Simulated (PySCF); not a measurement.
# How methods differ on the ionisation energy of C⁺

C⁺ [He] 2s2 2p1 (2P) → C²⁺ [He] 2s2 (1S), as a difference of total energies. Calculation: PySCF 2.14, in cc-pVTZ-DK (4s3p2d1f, 30 functions); the spin-free X2C one-electron Hamiltonian (Gaussian nucleus). Correlated levels: valence: 1s2 frozen. The calculations carry no spin-orbit coupling.

```tsv
method	ionisation energy (eV)
UHF	24.142
BP86	24.885
B3LYP	25.008
MP2 (valence)	24.352
SCS-MP2 (valence)	24.313
CCSD (valence)	24.188
CCSD(T) (valence)	24.219
```

How much does correlation contribute at CCSD(T) (valence)?

24.219 − (24.142) = 0.077 eV, measured against UHF.

Errors of the correlated levels include the incompleteness of this basis and the frozen core.

The coupled-cluster amplitudes are large for C²⁺ (T1 above 0.03 or a double amplitude above 0.15), so a single reference is strained.

For comparison: 24.378 eV (measured; NIST levels, between the centres of gravity of the two terms).
